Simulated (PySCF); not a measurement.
Isomers of CH4FNSi. Method: PySCF, PBE0-D3(BJ)/def2-SVP geometry optimisation, gas phase. One conformer each; no zero-point energy, no entropy. No frequencies were run at this level. Point groups hold within 0.08 Å.

Question: Rank from lowest to highest electronic energy at this level (kJ/mol).
A. `[H]/[N:1]=[CH:2]\[SiH2:3][F:4]` with N1–C2–Si3–F4 178°
B. `[CH2:1]=[N:2][SiH2:3][F:4]` with C1–N2–Si3–F4 -123°

Answer: B (0.0), A (54.1).

As drawn, the higher has an N–H bond and an Si–C bond, which the lower lacks.

| SMILES | E (Eh) | E rel (kJ/mol) | dipole (D) | point group | A, B, C (MHz) |
| --- | --- | --- | --- | --- | --- |
| C=N[SiH2]F | -484.06953 | 0.0 | 2.61 | C1 | 17639, 3483, 3201 |
| [H]/N=C\[SiH2]F | -484.04893 | 54.1 | 1.51 | near Cs | 19780, 3095, 2765 |
